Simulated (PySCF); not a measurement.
B(F)2(SH) (BF2HS), SMILES FB(F)S.

Geometry: ωB97X-D3(BJ)/def2-SVP. Other conformers were not sampled.

These are ωB97X-D3(BJ)/def2-SVP run with PySCF values and carry that method's errors.

Frequencies are harmonic and unscaled.

Computed vibrational spectrum:
```tsv
mode	ν (cm⁻¹)	IR (km/mol)	Raman (Å⁴/amu)	depolarisation	moving atoms (share of kinetic energy)
1	301	3.8	0.4	0.71	F 65 %, S 16 %, B 12 %
2	363	21.7	6.3	0.75	H 93 %
3	418	7.3	1.5	0.46	F 61 %, S 37 %
4	586	40.7	2.9	0.75	B 85 %, F 13 %
5	690	17.1	5.3	0.09	F 66 %, S 18 %, B 14 %
6	837	18.4	9.1	0.74	H 87 %
7	1271	496.0	0.1	0.51	B 72 %, F 25 %
8	1450	285.0	0.3	0.41	B 74 %, F 24 %
9	2775	0.7	117.4	0.30	H 97 %
```
